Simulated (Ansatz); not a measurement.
Species: CH3N, charge 0, singlet. CH3N (SMILES N=C).
B3LYP-D3(BJ)/def2-TZVP minimum from Ansatz (an electronic-structure program):
```
C
N 1 1.2631
H 2 1.0217 1 111.31
H 1 1.0903 2 118.89 3 -180.00
H 1 1.0949 4 116.21 2 -180.00
```
Charge 0, spin multiplicity 1.

Hartree-Fock and CCSD correlation energies in hartree (Ansatz). UHF or UKS for unpaired electrons; spin-orbit terms are left out. Cores are frozen in correlated methods. No relativity.

```tsv
basis	X	E(HF)	E(corr, CCSD)
cc-pVTZ	3	-94.06771	-0.38822
cc-pVQZ	4	-94.07484	-0.40816
cc-pV5Z	5	-94.07662	withheld
```

Fit E(corr) = E∞ + A/X³ to X = 3 and 4, predict X = 5, and compare with the run.

A = (-0.38822 - (-0.40816))/(1/27 - 1/64) = 0.9313; E∞ = -0.40816 - A/64 = -0.42271; at X = 5, E∞ + A/125 = -0.41526. The run gave -0.41467, 0.59 mEh above the prediction. The same form on X = 4 and 5 gives E∞ = -0.42150, 1.21 mEh above the first estimate.
